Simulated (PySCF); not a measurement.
**Vertical excitation energies**

Species: InMe2F, C₂H₆FIn.
SMILES: `[CH3][In]([CH3])[F]`

Method: PySCF 2.14.0, density-fitted response routines, TDDFT PBE0/def2-SVPD, vertical, gas phase, core orbitals frozen in the response, def2 core potentials past Kr. Geometry: PBE0-D3(BJ)/def2-SVP; no solvent, vibrations or thermal averaging. Spin–orbit coupling is left out.

| state | E (eV) | λ (nm) | ν̃ (cm⁻¹) | f | \|μ\| (D) | main configurations (H = HOMO, L = LUMO) |
| --- | --- | --- | --- | --- | --- | --- |
| S1 | 5.33 | 232.7 | 42980 | 0.0000 | 0.01 | H→L (100%) |
| S2 | 6.30 | 196.9 | 50800 | 0.337 | 3.76 | H→L+1 (96%) |
| S3 | 6.69 | 185.3 | 53980 | 0.031 | 1.10 | H-1→L (98%) |
| S4 | 7.07 | 175.4 | 57020 | 0.0000 | 0.01 | H-3→L (99%) |
| S5 | 7.09 | 174.9 | 57180 | 0.0054 | 0.45 | H→L+2 (92%) |
| S6 | 7.13 | 174.0 | 57470 | 0.012 | 0.68 | H-2→L (53%), H-1→L+1 (44%) |
| S7 | 7.47 | 165.9 | 60290 | 0.054 | 1.38 | H-1→L+1 (38%), H-2→L (29%), H-2→L+1 (25%) |
| S8 | 7.48 | 165.8 | 60310 | 0.031 | 1.04 | H-2→L+1 (66%), H-1→L+1 (15%), H-2→L (11%) |
| S9 | 7.60 | 163.2 | 61270 | 0.0022 | 0.28 | H-3→L+1 (84%) |

Triplets (Tamm–Dancoff): T1 5.08 eV, H→L (99%); T2 5.14 eV, H→L+1 (90%); T3 6.23 eV, H-1→L (98%); T4 6.56 eV, H-1→L+1 (87%).

The lowest singlet lies at 5.33 eV (233 nm, ultraviolet) and is dark (f under 0.0005); its leading configuration is HOMO→LUMO (100%). The most intense listed level is S2 at 6.30 eV (197 nm, f = 0.337), 0.97 eV above S1. S7/S8 lie within about 0.01 eV of each other. Löwdin shares by element: HOMO carbon 54%, indium 17%, fluorine 10% (atoms not listed hold the other 20%); LUMO indium 65%, carbon 19%, fluorine 8%. The listed states span 2.27 eV, and the widest gap between neighbours is 0.97 eV (S1 to S2). Of the 9 states listed, 5 reach f = 0.01 and 2 stay under 0.0005. The vertical ionisation energy (ΔSCF) is 9.79 eV, 2.19 eV above S9. Orbitals of the list HOMO-3 to LUMO+2 that lie within 0.01 eV of each other are written together with a slash and their weights summed (≥ marks a lower bound); for degenerate orbitals outside that list single weights are arbitrary. Only the lowest 10 singlets were computed, as vertical energies without vibronic structure. The highest level found (7.92 eV, f 0.0014 so far) is left out, since the window may have cut off a degenerate partner.
